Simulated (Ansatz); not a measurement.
```yaml
crystal:
  periodic: [false, false, false]
  atoms:
    - {symbol: S, position_ang: [-0.233840, -1.052928, -0.636005]}
    - {symbol: Se, position_ang: [-0.966647, 0.801457, 0.051597]}
    - {symbol: Se, position_ang: [1.090628, 0.084559, 0.504794]}
basis:
  gaussian: {orbitals: aug-cc-pVDZ}
total_charge: 1
magnetization: {spin_polarized: true, initial_magnetization: 1}
hamiltonian: {xc: {name: RPBE}, dispersion: d3bjatm}
```

```sh
$ ansatz run in.yaml --threads 4 --pin off --events-out ev --progress --plain --max-ram 3916MiB
```

Shortened log:

```
Functional definition: RPBE
1212 factors; their error is unknown
mean field evaluation 1: about -141512.6930 eV, gradient 2.3e1 eV
mean field evaluation 2: about -141479.2758 eV, gradient 6.5e1 eV
mean field evaluation 4: about -141515.2842 eV, gradient 1.1e1 eV
mean field evaluation 8: about -141515.7918 eV, gradient 6.4e0 eV
mean field evaluation 16: about -141516.0412 eV, gradient 4.5e-2 eV
mean field evaluation 32: about -141509.2000 eV, gradient 1.9e1 eV
mean field evaluation 64: about -141516.0556 eV, gradient 4.1e-6 eV
mean field evaluation 96: about -141512.7705 eV, gradient 1.1e1 eV
mean field evaluation 128: about -141513.2800 eV, gradient 2.3e0 eV
mean field -141516.05564175 eV, -5200.6191218065 hartree, gradient 4.1e-6 eV, S^2 0.752030; 10 other end points of the search recorded, 0 dependent functions left out
reference -141516.05569923 eV, -5200.6191239190 hartree; 42, 41 occupied and 57, 58 virtual orbitals, 1212 factors
Total energy: -141517.41913191 eV, -5200.6692291456 hartree
```

Run time 16 s (4 threads of Arm Neoverse V1 on a shared host).
